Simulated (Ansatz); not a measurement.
`C[SiH](F)C=N` + `C[NH][InH][OH]` → `C[N](C)[InH][OH]` + `N=C[SiH2]F`  (substitution at a C–Si bond)

Computed with Ansatz on PBE0-D4/def2-TZVP structures; ΔE is electronic, products minus reactants. CCSD(T)/CBS adds triple-zeta CCSD(T) − MP2 to the extrapolated MP2 energy (def2 sets, frozen cores). DFT in def2-TZVPP. def2 core potentials past Kr. For In outer-core shells are correlated without core-valence functions, which leaves a few kJ/mol of doubt a bond. Each species was taken in one conformer, which may not be the lowest.

```csv
level,ΔE (eV)
B2PLYP,0.80
MP2/def2-QZVPP,0.80
```

Question: What does CCSD(T)/CBS give? (An estimate is asked.)

Answer: The calculation gave: +0.80 eV. The listed levels differ from it by 0.00, 0.00 eV.

Largest T1 diagnostic among the species: 0.016.

In def2-TZVPP, CCSD(T) changes the Hartree–Fock value by −0.04 eV (the triples alone add −0.01 eV) and MP2 by −0.04 eV.
